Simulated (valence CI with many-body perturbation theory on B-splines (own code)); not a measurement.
**E1 line list for Re LXII**

Method: relativistic CI+MBPT: four valence electrons over a frozen Dirac-Fock core [Ne], a basis of 11 s, 11 p, 9 d, 7 f, 5 g, 2 h, 1 i functions for each j, with the one-electron correlation potential Σ1 (screened to all orders), the two-electron term Σ2, the three-electron term Σ3, Breit, model QED; selected single and double excitations, second order for the rest (own B-spline code, finite nucleus).

The last digits are not significant, and no measured levels were compared; by estimate large intervals hold to a few tenths of a per cent, small ones and those within an open d or f shell to about a per cent.

Lines 201 to 244 of 244 in falling wavelength, among levels below 10781 × 10³ cm⁻¹, chosen from the strongest by gf and those to the six lowest levels. Wavelengths and rates use the calculated energies. Electric multipoles are in the length gauge, E1 and E2 with the static RPA response of the core. Weak lines are less certain than strong ones. Lines between different terms over intervals too small for the method are left out, as are lines whose strength nearly cancels. The highest levels of a list are the least certain.

Levels are named by their leading jj configuration (3d3/2^4 stands for four electrons in 3d with j = 3/2), which in mixed levels can hold well under half, so a name can repeat and another be missing. Letters in brackets count levels of one name in rising energy.

```tsv
λ vac (nm)	Upper	Lower	A (s⁻¹)	S (a.u.) with core polarisation	S without
1.873	(3s 3p1/2 3p3/2 3d3/2) J=2 [e]	(3s 3p1/2^2 3p3/2) J=2	3.40e+11	5.52e-03	5.60e-03
1.866	(3s 3p1/2 3p3/2 3d5/2) J=2 [b]	(3s^2 3p1/2 3d3/2) J=2	1.30e+12	2.08e-02	2.11e-02
1.852	(3s 3p1/2 3p3/2 3d5/2) J=3 [c]	(3s^2 3p1/2 3d3/2) J=2	1.29e+09	2.83e-05	2.88e-05
1.837	(3s 3p1/2 3p3/2 3d5/2) J=1 [b]	(3s^2 3p1/2 3d3/2) J=2	2.86e+08	2.62e-06	2.65e-06
1.829	(3s^2 3d3/2^2) J=2	(3s 3p1/2^2 3p3/2) J=1	2.43e+10	3.67e-04	3.72e-04
1.828	(3s 3p1/2 3p3/2 3d5/2) J=1 [a]	(3s 3p1/2^2 3p3/2) J=1	3.14e+11	2.84e-03	2.88e-03
1.810	(3s 3p1/2 3p3/2 3d5/2) J=2 [a]	(3s 3p1/2^2 3p3/2) J=2	9.22e+10	1.35e-03	1.37e-03
1.804	(3s 3p1/2 3p3/2 3d5/2) J=1 [c]	(3s^2 3p1/2 3d3/2) J=2	2.97e+09	2.58e-05	2.61e-05
1.802	(3s 3p1/2 3p3/2 3d5/2) J=2 [b]	(3s 3p1/2^2 3p3/2) J=1	5.81e+10	8.39e-04	8.52e-04
1.800	(3s 3p1/2 3p3/2 3d5/2) J=3 [d]	(3s^2 3p1/2 3d3/2) J=2	1.72e+06	3.47e-08	3.78e-08
1.797	(3s 3p1/2 3p3/2 3d5/2) J=2 [c]	(3s^2 3p1/2 3d3/2) J=2	7.94e+09	1.14e-04	1.15e-04
1.784	(3s 3p1/2 3p3/2 3d5/2) J=3 [a]	(3s 3p1/2^2 3p3/2) J=2	9.05e+10	1.77e-03	1.80e-03
1.782	(3s^2 3p3/2 3d5/2) J=2	(3s^2 3p1/2 3p3/2) J=2	2.24e+10	3.12e-04	3.17e-04
1.777	(3s 3p1/2 3p3/2 3d5/2) J=2 [d]	(3s^2 3p1/2 3d3/2) J=2	1.87e+09	2.59e-05	2.62e-05
1.775	(3s 3p1/2 3p3/2 3d5/2) J=1 [b]	(3s 3p1/2^2 3p3/2) J=1	3.84e+10	3.18e-04	3.23e-04
1.758	(3s^2 3p3/2 3d5/2) J=2	(3s^2 3p1/2 3p3/2) J=1	5.88e+08	7.88e-06	8.01e-06
1.757	(3s^2 3d3/2^2) J=0	(3s 3p1/2^2 3p3/2) J=1	1.98e+11	5.30e-04	5.38e-04
1.757	(3s 3p1/2 3p3/2 3d5/2) J=3 [b]	(3s 3p1/2^2 3p3/2) J=2	2.98e+10	5.59e-04	5.67e-04
1.757	(3s^2 3d3/2^2) J=2	(3s 3p1/2^2 3p3/2) J=2	1.82e+10	2.44e-04	2.47e-04
1.755	(3s 3p1/2 3p3/2 3d5/2) J=1 [a]	(3s 3p1/2^2 3p3/2) J=2	4.26e+09	3.41e-05	3.47e-05
1.744	(3s 3p1/2 3p3/2 3d5/2) J=1 [c]	(3s 3p1/2^2 3p3/2) J=1	3.03e+09	2.38e-05	2.42e-05
1.738	(3s 3p1/2 3p3/2 3d5/2) J=2 [c]	(3s 3p1/2^2 3p3/2) J=1	2.69e+10	3.48e-04	3.53e-04
1.732	(3s 3p1/2 3p3/2 3d5/2) J=0	(3s 3p1/2^2 3p3/2) J=1	3.68e+11	9.44e-04	9.58e-04
1.732	(3s 3p1/2 3p3/2 3d5/2) J=2 [b]	(3s 3p1/2^2 3p3/2) J=2	9.87e+10	1.26e-03	1.28e-03
1.725	(3s^2 3p3/2 3d5/2) J=3	(3s^2 3p1/2 3p3/2) J=2	1.73e+09	3.07e-05	3.11e-05
1.720	(3s 3p1/2 3p3/2 3d5/2) J=3 [c]	(3s 3p1/2^2 3p3/2) J=2	9.02e+10	1.59e-03	1.61e-03
1.719	(3s 3p1/2 3p3/2 3d5/2) J=2 [d]	(3s 3p1/2^2 3p3/2) J=1	3.46e+10	4.34e-04	4.40e-04
1.707	(3s 3p1/2 3p3/2 3d5/2) J=1 [b]	(3s 3p1/2^2 3p3/2) J=2	4.56e+10	3.35e-04	3.40e-04
1.700	(3s^2 3p3/2 3d5/2) J=1	(3s^2 3p1/2 3p3/2) J=2	4.21e+10	3.06e-04	3.11e-04
1.691	(3s^2 3d3/2 3d5/2) J=3	(3s^2 3p1/2 3d3/2) J=2	7.19e+08	1.20e-05	1.21e-05
1.678	(3s^2 3p3/2 3d5/2) J=1	(3s^2 3p1/2 3p3/2) J=1	5.12e+09	3.58e-05	3.63e-05
1.678	(3s 3p1/2 3p3/2 3d5/2) J=1 [c]	(3s 3p1/2^2 3p3/2) J=2	8.41e+09	5.88e-05	5.96e-05
1.675	(3s 3p1/2 3p3/2 3d5/2) J=3 [d]	(3s 3p1/2^2 3p3/2) J=2	8.20e+09	1.33e-04	1.35e-04
1.672	(3s 3p1/2 3p3/2 3d5/2) J=2 [c]	(3s 3p1/2^2 3p3/2) J=2	1.04e+10	1.20e-04	1.22e-04
1.655	(3s 3p1/2 3p3/2 3d5/2) J=2 [d]	(3s 3p1/2^2 3p3/2) J=2	7.17e+10	8.02e-04	8.13e-04
1.580	(3s^2 3d3/2 3d5/2) J=3	(3s 3p1/2^2 3p3/2) J=2	4.43e+09	6.03e-05	6.12e-05
1.316	(3s 3p3/2^3) J=2	(3s^2 3p1/2 3p3/2) J=2	5.78e+09	3.25e-05	3.30e-05
1.303	(3s 3p3/2^3) J=2	(3s^2 3p1/2 3p3/2) J=1	3.28e+08	1.79e-06	1.81e-06
1.302	(3s 3p1/2 3p3/2^2) J=1 [a]	(3s^2 3p1/2^2) J=0	9.05e+08	2.96e-06	2.99e-06
1.298	(3p1/2^2 3p3/2 3d3/2) J=2	(3s^2 3p1/2 3p3/2) J=2	2.10e+06	1.13e-08	1.09e-08
1.286	(3s 3p1/2 3p3/2^2) J=1 [b]	(3s^2 3p1/2^2) J=0	7.12e+09	2.25e-05	2.28e-05
1.286	(3p1/2^2 3p3/2 3d3/2) J=2	(3s^2 3p1/2 3p3/2) J=1	5.04e+08	2.64e-06	2.69e-06
1.228	(3s^2 3p3/2 3d3/2) J=1	(3s^2 3p1/2^2) J=0	8.81e+08	2.41e-06	2.45e-06
1.117	(3s^2 3p3/2 3d5/2) J=1	(3s^2 3p1/2^2) J=0	2.68e+09	5.52e-06	5.61e-06
```
